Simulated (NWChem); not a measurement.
System meant: C₂H₆N anion

Input file for NWChem:

```
start job
memory heap 200 mb stack 700 mb global 900 mb
charge -1
geometry units angstroms noautoz
  C      0.215644    -1.227343     0.039429
  C     -0.494794     0.163054    -0.018659
  N      0.334376     1.304998     0.100254
  H     -0.506453    -2.075136    -0.003965
  H      0.806844    -1.300179     0.967963
  H      0.916156    -1.325181    -0.808193
  H     -1.145141     0.104636    -0.951910
  H     -1.231217     0.154921     0.820481
  H      0.848725     1.422188    -0.780399
end
basis spherical
  * library def2-svp
end
dft
  odft
  mult 2
  xc b3lyp
  iterations 150
  mulliken
end
task dft energy
```

End of the output:

```
 Summary of "ao basis" -> "" (spherical)
 ------------------------------------------------------------------------------
       Tag                 Description            Shells   Functions and Types
 ---------------- ------------------------------  ------  ---------------------
 *                          def2-svp                  on all atoms

                                 NWChem DFT Module
                                 -----------------

 Summary of "ao basis" -> "ao basis" (spherical)
 ------------------------------------------------------------------------------
       Tag                 Description            Shells   Functions and Types
 ---------------- ------------------------------  ------  ---------------------
 C                          def2-svp                 6       14   3s2p1d
 N                          def2-svp                 6       14   3s2p1d
 H                          def2-svp                 3        5   2s1p

 Summary of "ao basis" -> "ao basis" (spherical)
 ------------------------------------------------------------------------------
       Tag                 Description            Shells   Functions and Types
 ---------------- ------------------------------  ------  ---------------------
 C                          def2-svp                 6       14   3s2p1d
 N                          def2-svp                 6       14   3s2p1d
 H                          def2-svp                 3        5   2s1p

  number of electrons :                   26
  multiplicity        :                    2
 ------------------------------------------------------------------------
  no. of electrons and multiplicity not compatible                  26
 ------------------------------------------------------------------------
 ------------------------------------------------------------------------
  current input line :
    25: task dft energy
 ------------------------------------------------------------------------
 ------------------------------------------------------------------------
 There is an error in the input file
 ------------------------------------------------------------------------
 For more information see the NWChem manual at https://nwchemgit.github.io

0: no. of electrons and multiplicity not compatible:Received an Error in Communication
```

Question: Find the fault in this run and fix the input.

Answer: The input was rejected before any calculation. Cause: the multiplicity doesn't fit the number of electrons (an even count wants an odd multiplicity, and the reverse). This input runs:
```
start job
memory heap 200 mb stack 700 mb global 900 mb
charge -1
geometry units angstroms noautoz
  C      0.215644    -1.227343     0.039429
  C     -0.494794     0.163054    -0.018659
  N      0.334376     1.304998     0.100254
  H     -0.506453    -2.075136    -0.003965
  H      0.806844    -1.300179     0.967963
  H      0.916156    -1.325181    -0.808193
  H     -1.145141     0.104636    -0.951910
  H     -1.231217     0.154921     0.820481
  H      0.848725     1.422188    -0.780399
end
basis spherical
  C library def2-svp
  N library def2-svp
  H library def2-svp
end
dft
  xc b3lyp
  iterations 150
  mulliken
end
task dft energy
```
It converges to -134.39787 Ha (B3LYP/def2-SVP).
